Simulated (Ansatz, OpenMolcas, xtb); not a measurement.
## Ligand exchange: C2HF + Si(SiH3)F3 → C2H4Si + SiF4

Species: C2HF (fluoroacetylene) `C#CF`, singlet; Si(SiH3)F3, singlet; C2H4Si (ethynylsilane) `C#C[SiH3]`, singlet; SiF4 (silicon tetrafluoride) `F[Si](F)(F)F`, singlet. The partners trade F for SiH3: C–F and Si–SiH3 bonds give way to C–SiH3 and Si–F.

Shapes, held fixed at every level: PBE0-D4/def2-TZVP. Programs: Ansatz 0.2.0, OpenMolcas 26.06, xtb 6.7.1. The zero-point and thermal change to 298 K, harmonic and unscaled (PBE0-D4/def2-TZVP), is +1.0 kJ/mol.

```json
{"level": "GFN0-xTB", "kind": "semi-empirical", "ΔH(298 K) (kJ/mol)": "-173.6", "less CCSD(T)/CBS estimate": "+162.1"}
{"level": "HF/def2-TZVPP", "kind": "Hartree–Fock", "ΔH(298 K) (kJ/mol)": "-349.7", "less CCSD(T)/CBS estimate": "-14.0"}
{"level": "r2SCAN-D4/def2-TZVPP", "kind": "meta-GGA", "ΔH(298 K) (kJ/mol)": "-317.1", "less CCSD(T)/CBS estimate": "+18.6"}
{"level": "B3LYP/6-31G* (spherical functions)", "kind": "global hybrid", "ΔH(298 K) (kJ/mol)": "-281.0", "less CCSD(T)/CBS estimate": "+54.7"}
{"level": "MP2/def2-SVP", "kind": "perturbation theory", "ΔH(298 K) (kJ/mol)": "-312.5", "less CCSD(T)/CBS estimate": "+23.2"}
{"level": "CCSD(T)/def2-TZVPP", "kind": "coupled cluster or CI", "ΔH(298 K) (kJ/mol)": "-333.0", "less CCSD(T)/CBS estimate": "+2.7"}
{"level": "CCSD/def2-TZVPP", "kind": "coupled cluster or CI", "ΔH(298 K) (kJ/mol)": "-335.9", "less CCSD(T)/CBS estimate": "-0.2"}
{"level": "CCSD(T)/CBS estimate", "kind": "coupled cluster or CI", "ΔH(298 K) (kJ/mol)": "-335.7", "less CCSD(T)/CBS estimate": "0.0"}
```

The highest level, CCSD(T)/CBS estimate, gives ΔH(298 K) = -335.7 kJ/mol; the levels span -349.7 to -173.6. GFN0-xTB strays far from the other rows. The column of differences is taken from that level and isn't an error. No measured value is set beside it here. The CBS estimate extrapolates MP2 from def2-TZVPP and def2-QZVPP and adds CCSD(T) − MP2 in the triple-zeta set, cores frozen.
